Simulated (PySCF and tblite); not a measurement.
Results of a calculation; reference values are marked as such.
System: C₉H₇N, numbered as in [N:1]#[C:2][C:3]1=[CH:4][C@@H:5]2[CH:6]=[CH:7][C@@H:8]3[C@H:9]1[C@H:10]23.

Motion: Cope rearrangement (breaking C9–C8, making C4–C6). GFN2-xTB gives an electronic barrier of 4.4 kcal/mol.

(1) What does PBE0/pcSseg-1 + D3(BJ) give on PBE0-D3(BJ)/def2-SVP geometries?

(2) And the level of the geometries itself, PBE0-D3(BJ)/def2-SVP?

Programs: tblite and PySCF.

Answers

(1) A barrier of 8.3 kcal/mol, 3.9 above the tight-binding barrier (from unrounded values) and, with GFN2-xTB thermal terms, ΔG‡(298 K) = 7.5 kcal/mol and k = 1.9×10⁷ s⁻¹ (1 equivalent path).

(2) 8.5 kcal/mol.
